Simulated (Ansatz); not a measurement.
`C=C[SiH2][SiH2]O`, relaxed with RKS PBE-D4/def2-SVP in Ansatz 0.2.0 from a rough embedded geometry. The force threshold is 0.03 eV/Å; the program also tests the step.

The species carries charge 0 and has multiplicity 1.

Start:

```xyz
13

C    -1.433    1.423   -1.411
C    -0.896    0.261   -1.132
Si   -0.848   -0.454    0.529
Si    1.404   -0.647    1.340
O     2.327   -1.382    0.155
H    -1.835    2.126   -0.739
H    -1.386    1.774   -2.476
H    -0.440   -0.403   -1.876
H    -1.446   -1.778    0.547
H    -1.633    0.406    1.509
H     1.926    0.779    1.484
H     1.471   -1.341    2.595
H     2.791   -0.763   -0.526
```

By how much does the energy fall, and how many steps does the optimiser take? (An estimate is asked.)

Ansatz gave: 43.70 kJ/mol, in 7 steps, 1 of them rejected.

Which bonds change most? (Estimate.)

Ansatz gave: C2–Si3 from 1.809 to 1.882 Å; Si4–H12 from 1.435 to 1.502 Å; O5–H13 from 1.030 to 0.972 Å; Si3–H9 from 1.453 to 1.509 Å.

Give the relaxed structure. (Estimate.)

Computed: 
```xyz
13

C    -1.398    1.450   -1.471
C    -0.845    0.262   -1.151
Si   -0.808   -0.469    0.583
Si    1.427   -0.553    1.349
O     2.402   -1.371    0.235
H    -1.903    2.080   -0.718
H    -1.378    1.846   -2.502
H    -0.358   -0.315   -1.962
H    -1.369   -1.869    0.563
H    -1.652    0.384    1.497
H     1.916    0.857    1.603
H     1.543   -1.333    2.626
H     2.423   -0.969   -0.650
```
